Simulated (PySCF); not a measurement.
The same groups moved round the core (benzothiophene cyano+boryl). All species are isolated molecules in the gas phase. One relaxed conformer stands for each flexible species; it need not be the lowest. Strings in code marks are SMILES.

The four lowest singlet excitations (Tamm–Dancoff). All values below come from PBE-D3(BJ)/def2-TZVP // r2SCAN-D4/def2-SVP (PySCF). Excitations are Tamm–Dancoff values on a coarser integration grid. The basis has no diffuse functions, so Rydberg states are missing or too high.

```tsv
state	energy (eV)	wavelength (nm)	oscillator strength
S1	2.81	441	0.051
S2	3.40	365	0.043
S3	4.41	281	0.000
S4	4.43	280	0.134
```

Task: Which member gives these states?
(A) `Bc1cc2sccc2cc1C#N`
(B) `Bc1cc(C#N)c2ccsc2c1`
(C) `Bc1cc2cccc(C#N)c2s1`
(D) `Bc1ccc(C#N)c2ccsc12`

Result: D, `Bc1ccc(C#N)c2ccsc12`
